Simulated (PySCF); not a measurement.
PySCF input:

```python
from pyscf import gto, scf, mp, cc as ccmod

mol = gto.M(
    atom='''
    F     1.59874485   -0.56228572   -0.01150265
    S     0.16205803    0.28779531    0.15323027
    F    -1.27772601    1.10827066   -0.10693477
    F    -0.60912201   -1.05762104   -0.15397195
    ''',
    basis='cc-pvdz',
    charge=0,
    spin=1,
    verbose=4,
)

mf = scf.UHF(mol)
mf.conv_tol = 1e-10
mf.max_cycle = 100
mf.kernel()
mo, _, stable, _ = mf.stability(return_status=True)
if not stable:
    mf.kernel(mf.make_rdm1(mo, mf.mo_occ))
mp2 = mp.MP2(mf, frozen=8).run()
cc = ccmod.CCSD(mf, frozen=8)
cc.max_cycle = 100
cc.kernel()
et = cc.ccsd_t()
print(f'E(CCSD(T)) = {cc.e_tot + et:.9f}')
```

Task: Which total energy does the run end on?

Result: -696.44795 Eh (CCSD(T)/cc-pVDZ).

It need not be the lowest isomer of its formula.
